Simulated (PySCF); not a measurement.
C2H7NSi2, SMILES N[Si@H]1[SiH2]C=C1. Geometry optimised at PBE-D3(BJ)/def2-SVP. The structure was generated by enumeration; whether it is a known compound was not checked. One conformer was computed; it need not be the lowest.

Give the equilibrium geometry at PBE-D3(BJ)/def2-SVP (PySCF confirms it by a frequency run) as bond lengths and angles. (The exact figures need the calculation; the answer reports its results.)

Several could match; the one computed here: 
Atoms: N1 Si2 C3 C4 Si5 H6 H7 H8 H9 H10 H11 H12. Bonded distances (Å): N1–Si2 1.740, N1–H6 1.022, N1–H7 1.022, Si2–C3 1.909, Si2–Si5 2.360, Si2–H8 1.507, C3–C4 1.367, C3–H9 1.108, C4–Si5 1.902, C4–H10 1.107, Si5–H11 1.510, Si5–H12 1.511. Bond angles (°): Si2–N1–H6 120.7, Si2–N1–H7 120.3, H6–N1–H7 111.4, N1–Si2–C3 123.0, N1–Si2–Si5 121.6, N1–Si2–H8 104.7, C3–Si2–Si5 75.0, C3–Si2–H8 112.0, Si5–Si2–H8 119.0, Si2–C3–C4 104.5, Si2–C3–H9 132.5, C4–C3–H9 123.0, C3–C4–Si5 105.5, C3–C4–H10 123.4, Si5–C4–H10 131.0, Si2–Si5–C4 74.7, Si2–Si5–H11 123.9, Si2–Si5–H12 118.1, C4–Si5–H11 116.8, C4–Si5–H12 113.2, H11–Si5–H12 107.0.
Charge 0, spin multiplicity 1.
